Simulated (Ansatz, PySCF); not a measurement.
trichloro(fluoromethyl)silane (CH2Cl3FSi), SMILES FC[Si](Cl)(Cl)Cl. Atoms are numbered in the order given.

```xyz
8

F      2.4294    -0.9746     0.0000
C      1.1396    -1.4695     0.0000
Si    -0.1060    -0.0533     0.0000
Cl     0.1351     1.1113     1.6749
Cl     0.1351     1.1113    -1.6749
Cl    -1.9865    -0.8970     0.0000
H      0.9809    -2.1002     0.8934
H      0.9809    -2.1002    -0.8934
```

Geometry: B3LYP-D3(BJ)/def2-SVP. One conformer was computed; it need not be the lowest.

Vertical ionisation energy (IE) and electron affinity (EA) in eV. Rows of orbital energies are one-electron estimates. Where ΔSCF, EOM or ADC give a negative EA the extra electron is unbound and the value depends on the basis.

| level | IE | EA |
|---|---|---|
| −ε(HOMO), −ε(LUMO), B3LYP/def2-TZVP (PySCF) | 8.92 | 0.60 |
| −ε(HOMO), −ε(LUMO), PBE/def2-TZVP (PySCF) | 7.66 | 1.34 |
| ΔSCF, PBE/def2-SVPD (Ansatz), final states of multiplicity 2 and 2 | 10.63 | -0.48 |

What vertical singlet–triplet gap does ΔSCF give with PBE/def2-SVPD (Ansatz, an electronic-structure program)? (The exact figures need the calculation; the answer reports its results.)

6.32 eV (triplet above singlet where positive).
